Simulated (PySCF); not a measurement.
Species: PP3SSO nortricyclane, OP4S2.
Cartesian coordinates in Å at the PBE0-D3(BJ)/def2-SVP level; atoms count from 1:
```
atom  x, y, z in Å
P1    -0.843   -0.591    1.265
S2     1.243   -0.220    1.537
P3     1.693    0.628   -0.341
P4     0.317   -0.459   -1.757
S5    -0.743   -1.784   -0.505
P6    -0.366    1.477   -0.788
O7    -1.209    0.848    0.520
```

The closed-shell ground state was solved at several levels (PySCF, density fitting, gas phase, non-relativistic).

```
            level  basis functions  total energy (Eh)  HOMO (eV)  LUMO (eV)  gap (eV)  dipole (D)
 wB97X-D/pcSseg-1              161         -2236.9734      -9.30      -0.65      8.65        0.47
wB97X-D/def2-SVPD              173         -2236.3724      -9.06      -0.57      8.49        0.50
```

(1) What might PBE0/pcSseg-1 (161 basis functions) give for the same quantities?

(2) Over all these levels, which gives the widest orbital gap and which the narrowest?

(3) How far do the dipole and the HOMO energy spread over the levels?

Answers

(1) Total energy -2236.1798 Eh, HOMO -7.58 eV, LUMO -2.33 eV, gap 5.25 eV, dipole 0.40 D.

(2) wB97X-D/pcSseg-1 (range-separated hybrid) has the widest, 8.65 eV, and PBE0/pcSseg-1 (global hybrid, 25 % exact exchange) the narrowest, 5.25 eV. The two share the basis. From the narrowest to the widest the HOMO moves by -1.72 eV and the LUMO by +1.68 eV.

(3) The dipole runs from 0.40 to 0.50 D (mean 0.46 D) and the HOMO from -9.30 to -7.58 eV.

One conformer stands for the species.

wB97X-D is run here without its empirical dispersion term; that term would change no orbital, density or response property at a fixed geometry.
